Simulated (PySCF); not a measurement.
C₄H₁₀Mg (SMILES C[C](C)(C)[MgH]), singlet, geometry from GFN2-xTB (such geometries of metal compounds can be far from the true shape); CASSCF(2,4)/6-31G (PySCF).

PySCF was given this input:
```python
from pyscf import gto, scf, mcscf, mp
import numpy

mol = gto.Mole()
mol.atom = '''
    Mg   -1.46347584    0.86186879   -0.62739759
    H    -3.02521198    1.04155450   -0.01029108
    C     0.28880360   -0.09813528   -0.00010516
    C    -0.11974603   -1.56413774    0.14868407
    C     1.59854924   -0.02681716   -0.78300319
    C     0.51998520    0.46447130    1.40271126
    H     0.63120411   -2.13213709    0.71105727
    H    -0.23665819   -2.04060733   -0.82891213
    H    -1.07353768   -1.64272535    0.68763900
    H     1.48571326   -0.45111182   -1.78123634
    H     1.94292612    1.00318673   -0.88331563
    H     2.38421786   -0.59378922   -0.26486891
    H     0.87864515    1.49711483    1.35719019
    H    -0.41459733    0.44914211    1.97965250
    H     1.26345679   -0.12533961    1.95213448
'''
mol.basis = '6-31g'
mol.verbose = 4
mol.build()

mf = scf.RHF(mol)
mf.kernel()
mc = mcscf.CASSCF(mf, 4, 2)
mc.fix_spin_(ss=0.0)
noons, natorbs = mcscf.addons.make_natural_orbitals(mp.MP2(mf).run())
mc.kernel(natorbs)
occ = numpy.linalg.eigvalsh(mc.fcisolver.make_rdm1(mc.ci, mc.ncas, mc.nelecas))[::-1]
ss = mc.fcisolver.spin_square(mc.ci, mc.ncas, mc.nelecas)[0]
print('natural occupations', occ.round(4), ' <S^2>', round(ss, 4))
```

Predict the main parts of the log of this PySCF run.


```
PySCF version 2.14.0

[INPUT] verbose = 4
[INPUT] num. atoms = 15
[INPUT] num. electrons = 46
[INPUT] charge = 0
[INPUT] spin (= nelec alpha-beta = 2S) = 0
[INPUT] symmetry False subgroup None
[INPUT] Mole.unit = angstrom
[INPUT] Symbol           X                Y                Z      unit          X                Y                Z       unit  Magmom
[...]
nuclear repulsion = 207.904921478503
number of shells = 47
number of NR pGTOs = 174
number of NR cGTOs = 69
basis = 6-31g
ecp = {}

******** <class 'pyscf.scf.hf.RHF'> ********
method = RHF
initial guess = minao
damping factor = 0
level_shift factor = 0
DIIS = <class 'pyscf.scf.diis.CDIIS'>
diis_start_cycle = 1
diis_space = 8
diis_damp = 0
SCF conv_tol = 1e-09
SCF conv_tol_grad = None
SCF max_cycles = 50
direct_scf = True
direct_scf_tol = 1e-13
Set gradient conv threshold to 3.16228e-05
Initial guess from minao.
init E= -357.438261948375
[...]
cycle= 1 E= -356.716643655516  delta_E= 0.722  |g|= 0.292  |ddm|= 3.06
[...]
cycle= 2 E= -356.758345459988  delta_E= -0.0417  |g|= 0.0751  |ddm|= 0.502
[...]
cycle= 3 E= -356.762057738162  delta_E= -0.00371  |g|= 0.0226  |ddm|= 0.22
[...]
cycle= 4 E= -356.762236290898  delta_E= -0.000179  |g|= 0.00465  |ddm|= 0.0379
[...]
cycle= 5 E= -356.762261921797  delta_E= -2.56e-05  |g|= 0.00174  |ddm|= 0.0223
[...]
cycle= 6 E= -356.762264344059  delta_E= -2.42e-06  |g|= 0.000647  |ddm|= 0.00492
[...]
cycle= 7 E= -356.762264935817  delta_E= -5.92e-07  |g|= 0.000224  |ddm|= 0.00273
[...]
cycle= 8 E= -356.762265002316  delta_E= -6.65e-08  |g|= 4.35e-05  |ddm|= 0.00107
[...]
cycle= 9 E= -356.762265004912  delta_E= -2.6e-09  |g|= 1.06e-05  |ddm|= 0.000214
[...]
cycle= 10 E= -356.762265005001  delta_E= -8.91e-11  |g|= 2.47e-06  |ddm|= 3.15e-05
[...]
Extra cycle  E= -356.762265005005  delta_E= -4.32e-12  |g|= 1.09e-06  |ddm|= 5.94e-06
converged SCF energy = -356.762265005005

******** <class 'pyscf.mp.mp2.RMP2'> ********
nocc = 23, nmo = 69
E(RMP2) = -357.167691844375  E_corr = -0.405426839369716
E(SCS-RMP2) = -357.175594924018  E_corr = -0.413329919012569
E_corr(same-spin) = -0.084441101805104
E_corr(oppo-spin) = -0.320985737564612

******** <class 'pyscf.mcscf.mc1step.CASSCF'> ********
CAS (1e+1e, 4o), ncore = 22, nvir = 43
max_cycle_macro = 50
max_cycle_micro = 4
conv_tol = 1e-07
conv_tol_grad = None
orbital rotation max_stepsize = 0.02
orbital rotation threshold for CI restart = 0.01
augmented hessian ah_max_cycle = 30
augmented hessian ah_conv_tol = 1e-12
augmented hessian ah_linear dependence = 1e-14
augmented hessian ah_level shift = 1e-08
augmented hessian ah_start_tol = 2.5
augmented hessian ah_start_cycle = 3
augmented hessian ah_grad_trust_region = 3
kf_trust_region = 3
kf_interval = 4
ci_response_space = 4
ci_grad_trust_region = 3
with_dep4 0
natorb = False
canonicalization = True
sorting_mo_energy = False
ao2mo_level = 2
internal_rotation = False
******** <class 'pyscf.fci.addons.SpinPenaltyFCISolver'> ********
max. cycles = 50
conv_tol = 1e-08
davidson only = True
linear dependence = 1e-12
level shift = 0.001
max iter space = 12
nroots = 1
pspace_size = 400
spin = None
CASCI E = -356.772507267703  S^2 = 0.0000000
Set conv_tol_grad to 0.000316228
macro iter   1 ( 21 JK    4 micro), CASSCF E = -356.779085202848  dE = -6.57793515e-03  S^2 = 0.0000000
               |grad[o]|=0.022  |grad[c]|=0.0147  |ddm|=0.0124  |maxRot[o]|=0.213
macro iter   2 ( 21 JK    4 micro), CASSCF E = -356.780935310217  dE = -1.85010737e-03  S^2 = 0.0000000
               |grad[o]|=0.013  |grad[c]|=0.00545  |ddm|=0.013  |maxRot[o]|=0.294
macro iter   3 ( 11 JK    4 micro), CASSCF E = -356.781068299548  dE = -1.32989331e-04  S^2 = 0.0000000
               |grad[o]|=0.0082  |grad[c]|=0.00177  |ddm|=0.018  |maxRot[o]|=0.0591
macro iter   4 (  9 JK    4 micro), CASSCF E = -356.781071430162  dE = -3.13061366e-06  S^2 = 0.0000000
               |grad[o]|=0.00128  |grad[c]|=0.000206  |ddm|=0.00317  |maxRot[o]|=0.00374
macro iter   5 (  3 JK    1 micro), CASSCF E = -356.781071459310  dE = -2.91483389e-08  S^2 = 0.0000000
               |grad[o]|=0.000169  |grad[c]|=7.58e-05  |ddm|=0.000183  |maxRot[o]|=0.000361
1-step CASSCF converged in   5 macro ( 65 JK  17 micro) steps
CASSCF canonicalization
Density matrix diagonal elements [1.95738098 0.03722507 0.002942   0.00245195]
CASSCF energy = -356.781071459310
CASCI E = -356.781071459310  E(CI) = -1.26818371099552  S^2 = 0.0000000
natural occupations [1.9584 0.0363 0.003  0.0024]  <S^2> 0.0
```
